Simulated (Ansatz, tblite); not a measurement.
Spin states of SnO₂ (the lowest singlet isomer of a short search), each relaxed with B3LYP-D4/def2-TZVP in Ansatz. Electronic energies in the gas phase.

In the def2 sets Sn takes a core potential; there is no spin–orbit coupling. The xTB rows come from tblite. HSE06 is defined as in plane-wave codes, on full-range PBE exchange. Correlated methods freeze 6 core orbitals; core or outer-core shells of Sn are correlated, in sets that lack core-valence functions. The structure comes from a short search, and lower isomers may exist.

Singlet geometry (D∞h within 0.1 Å):

```xyz
3

Sn    0.000    0.000    0.000
O    -0.408    1.746   -0.273
O     0.408   -1.746    0.273
```

Triplet geometry (C2v within 0.1 Å):

```xyz
3

Sn    0.2452    0.0387   -0.8452
O    -1.4647    0.4975    0.0568
O     1.2195   -0.5361    0.7883
```

Quintet geometry (C2v within 0.1 Å):

```xyz
3

Sn    0.020    0.675   -0.193
O     1.743   -0.519   -0.355
O    -1.763   -0.156    0.548
```

⟨S²⟩: triplet 2.02 at PBE0-D4/def2-TZVP (pure 2.00), quintet 6.02 at PBE0-D4/def2-TZVP (pure 6.00).

Run but left out: HF/STO-3G (singlet: restricted singlet, unstable in another Hartree–Fock run and untested here); HF/def2-TZVP, HF/def2-TZVPP (singlet: restricted singlet, unstable towards broken spin symmetry).

Only these spin states were relaxed.

```
               level  triplet − singlet (kJ/mol)  quintet − singlet (kJ/mol)  lowest of these                                                        remarks
            GFN1-xTB                       222.6                       942.8          singlet                                                              –
    PBE-D4/def2-TZVP                       118.5                       442.4          singlet                                                              –
   PBE0-D4/def2-TZVP                        83.9                       373.3          singlet                                                              –
r2SCAN0-D4/def2-TZVP                        46.0                       325.6          singlet                                                              –
  HSE06-D4/def2-TZVP                        86.0                       374.9          singlet                                                              –
   ωB97M-V/def2-TZVP                        84.9                       386.6          singlet                                                              –
    B2PLYP/def2-TZVP                       138.7                       442.1          singlet                                                              –
   RPA@PBE/def2-TZVP                        97.1                       399.7          singlet                                                              –
       MP2/def2-TZVP                       219.2                       531.9          singlet                              restricted SCF unstable (singlet)
      MP2/def2-TZVPP                       219.2                       531.9          singlet                              restricted SCF unstable (singlet)
     CCSD/def2-TZVPP                        78.1                       374.8          singlet  large T1 (0.031) (singlet), restricted SCF unstable (singlet)
  CCSD(T)/def2-TZVPP                       123.7                       426.3          singlet  large T1 (0.031) (singlet), restricted SCF unstable (singlet)
```

Change of the quintet − singlet gap on mixing in exact exchange, in kJ/mol: PBE to PBE0 (25 % exact exchange) -69.2.

The xTB methods have no term that favours high spin, so they put low spin too low.
